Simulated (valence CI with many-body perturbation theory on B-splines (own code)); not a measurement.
# Hyperfine factors and g values of Sb²⁰⁺

Calculated by relativistic CI+MBPT: three valence electrons over a frozen Dirac-Fock core [Ar] 3d10, radial functions for each j: 11 s, 11 p, 10 d, 8 f, 5 g, 2 h, with the one-electron correlation potential Σ1, the two-electron term Σ2, the three-electron term Σ3, Breit, model QED; selected CI, second order for the rest, scaled by the run's own slope (own B-spline code, finite nucleus).

No measured spectrum was set against this ion. As an estimate, levels hold to about 250 cm⁻¹ or 0.2 % of their energy and the worst to 1 %, as in measured heavy ions of charge 2 to 7; those with d or f electrons hold less well.

A/g_I is the dipole constant over the nuclear g factor μ/I (μ in nuclear magnetons, uniformly magnetised nucleus), B/Q the quadrupole constant per barn. Both hold the static response of the core; the bare values leave it out. Large factors of s and p1/2 electrons are usually good to 5 to 10 %; those of open d and f shells near neutrality can be off by tens of per cent, and small factors of p3/2, d and f electrons come from cancelling terms and can be off by a factor of two or in sign, in half-filled shells by more. B is blank for J = 1/2, where it vanishes, and for nearly pure S terms. Energies count from the lowest level.

Names give the largest LS component (configuration and term), which can be under half, so a name can repeat, a term be missing and a line seem to break the LS rules; names also repeat where a configuration has a term twice. Letters in brackets count levels of one name in rising energy.

| Level | E (eV) | g | A/g_I (MHz) | A/g_I bare | B/Q (MHz/b) | B/Q bare |
| --- | --- | --- | --- | --- | --- | --- |
| 4s2 4p 2P°_1/2 | 0.00 | 0.664 | 71900 | 68500 |  |  |
| 4s2 4p 2P°_3/2 | 12.35 | 1.333 | 11900 | 11200 | 22100 | 20900 |
| 4s 4p2 4P_1/2 | 42.92 | 2.521 | 188000 | 179000 |  |  |
| 4s 4p2 4P_3/2 | 50.59 | 1.708 | 61200 | 58200 | 18000 | 17000 |
| 4s 4p2 4P_5/2 | 54.22 | 1.472 | 67100 | 63800 | -3310 | -3120 |
| 4s 4p2 2D_3/2 | 60.78 | 0.874 | -6930 | -6570 | 24600 | 23200 |
| 4s 4p2 2P_1/2 | 64.89 | 1.158 | -1410 | -1280 |  |  |
| 4s 4p2 2D_5/2 | 66.53 | 1.326 | 58500 | 55700 | 23400 | 22100 |
| 4s 4p2 2S_1/2 | 77.21 | 1.654 | 218000 | 207000 |  |  |
| 4s 4p2 2P_3/2 | 78.21 | 1.279 | -25000 | -23800 | -17300 | -16400 |
| 4s2 4d 2D_3/2 | 93.51 | 0.802 | 2800 | 2830 | 4970 | 4700 |
| 4s2 4d 2D_5/2 | 95.67 | 1.200 | 5280 | 5160 | 6540 | 6180 |
| 4p3 2P°_3/2 [a] | 107.31 | 1.365 | 9060 | 8770 | 18500 | 17500 |
| 4p3 4S°_3/2 | 116.14 | 1.441 | -2410 | -2070 | -97.4 | -92.2 |
| 4p3 2D°_5/2 | 116.81 | 1.197 | 24700 | 23500 | -3680 | -3470 |
| 4p3 2P°_1/2 | 123.41 | 0.664 | 68600 | 65000 |  |  |
| 4s 4p 4d 4F°_3/2 | 126.88 | 0.456 | -23200 | -22000 | 7850 | 7400 |
| 4s 4p 4d 4F°_5/2 | 129.19 | 1.048 | 33500 | 32000 | 3670 | 3450 |
| 4p3 2P°_3/2 [b] | 131.85 | 1.307 | 9600 | 9260 | -18300 | -17300 |
| 4s 4p 4d 4F°_7/2 | 133.08 | 1.253 | 39000 | 37200 | 3510 | 3280 |
| 4s 4p 4d 4P°_5/2 | 134.52 | 1.453 | 38800 | 37100 | 5220 | 4900 |
| 4s 4p 4d 4D°_3/2 | 135.45 | 1.359 | 25500 | 24500 | 3600 | 3390 |
| 4s 4p 4d 4D°_1/2 | 135.80 | 0.331 | -82900 | -78600 |  |  |
| 4s 4p 4d 4F°_9/2 | 140.56 | 1.333 | 32300 | 30800 | 27000 | 25500 |
| 4s 4p 4d 2F°_5/2 [a] | 140.77 | 0.983 | 13100 | 12600 | 10100 | 9580 |
| 4s 4p 4d 2D°_3/2 [a] | 142.06 | 0.885 | -23800 | -22500 | -804 | -754 |
| 4s 4p 4d 4P°_1/2 | 144.02 | 2.365 | 127000 | 121000 |  |  |
| 4s 4p 4d 4D°_5/2 | 144.28 | 1.312 | 39000 | 37200 | -664 | -619 |
| 4s 4p 4d 4D°_7/2 | 144.41 | 1.384 | 37500 | 35800 | -1480 | -1380 |
| 4s 4p 4d 4P°_3/2 | 144.48 | 1.512 | 50300 | 48000 | -6930 | -6530 |
| 4s 4p 4d 2D°_5/2 [a] | 147.41 | 1.260 | 46500 | 44300 | -6660 | -6320 |
| 4s 4p 4d 2D°_3/2 [b] | 151.42 | 1.094 | -6550 | -6150 | -3670 | -3480 |
| 4s 4p 4d 2F°_7/2 [a] | 152.58 | 1.143 | -2860 | -2610 | 26700 | 25200 |
| 4s 4p 4d 2F°_7/2 [b] | 155.27 | 1.168 | 30600 | 29200 | 20000 | 18900 |
| 4s 4p 4d 2F°_5/2 [b] | 155.37 | 0.887 | -14200 | -13400 | 18700 | 17700 |
| 4s 4p 4d 2P°_1/2 [a] | 157.50 | 0.635 | -67200 | -63700 |  |  |
| 4s 4p 4d 2P°_1/2 [b] | 158.90 | 0.663 | 16000 | 15400 |  |  |
| 4s 4p 4d 2D°_3/2 [c] | 160.83 | 1.041 | -973 | -769 | -15700 | -14900 |
| 4s 4p 4d 2P°_3/2 | 160.88 | 1.263 | 55100 | 52600 | 5630 | 5310 |
| 4s 4p 4d 2D°_5/2 [b] | 161.69 | 1.166 | -15100 | -14100 | -13500 | -12800 |

(1) Take the isotope of mass number 123, with I = 7/2, μ = 2.5457 μN and Q = -0.692 b. What is the hyperfine structure of 4s 4p2 4P_5/2?

Answers

(1) From the table A = 48800 MHz, B = 2290 MHz. Shifts from the centre of gravity in MHz: F = 1: -548000, F = 2: -451000, F = 3: -305000, F = 4: -110000, F = 5: 134000, F = 6: 428000.
